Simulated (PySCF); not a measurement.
# r2SCAN on Tc²⁺ (technetium, charge +2)

Configuration: [Kr] 4d4 5p1, one real determinant (an excited configuration). Calculation: PySCF 2.14, in aug-cc-pwCVTZ-PP with ECP28MDF; a scalar-relativistic core potential.

- Total energy: -79.2481 hartree
- One-electron energy: -126.4644 hartree
- Hartree (Coulomb) energy: 55.4710 hartree
- Exchange-correlation energy: -8.2547 hartree
- ⟨S²⟩: 8.7510
- ⟨L²⟩: 8.016
- Sum of ⟨r⟩: 18.66 bohr
- Sum of ⟨r²⟩: 34.59 bohr²
- Traceless quadrupole moment −½Σ⟨3z² − r²⟩ along its main axis: -4.11 e·bohr²

```tsv
shell	electrons	mean orbital energy (eV)	spread (eV)	rms radius, mean of both spins (bohr)
4s α	1	-98.864	0	1.13
4s β	1	-94.949	0	1.13
4p α	3	-69.719	0.187	1.25
4p β	3	-65.421	1.056	1.25
4d α	4	-28.317	0.597	1.67
5p α	1	-15.900	0	3.39
```

⟨L²⟩ = 8.02 against 12 for a pure F term, so this real determinant mixes terms. Energies and moments cover only the electrons outside the core potential.
